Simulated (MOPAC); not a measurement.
MOPAC input (PM7):

```
PM7 FORCE THERMO(298,298) PRECISE LET UHF MS=0.5 GEO-OK AUX(PRECISION=9) THREADS=1
H3Ge

Ge    0.03413973 1    0.04861596 1    0.06011163 1
H     0.40953337 1   -1.15486551 1    0.82021306 1
H    -1.27355515 1    0.68501811 1    0.28807782 1
H     0.96641757 1    0.61566193 1   -0.92799723 1
```

Q: Which zero-point energy does it print?

A: 12.16 kcal/mol, from the harmonic wavenumbers of PM7.
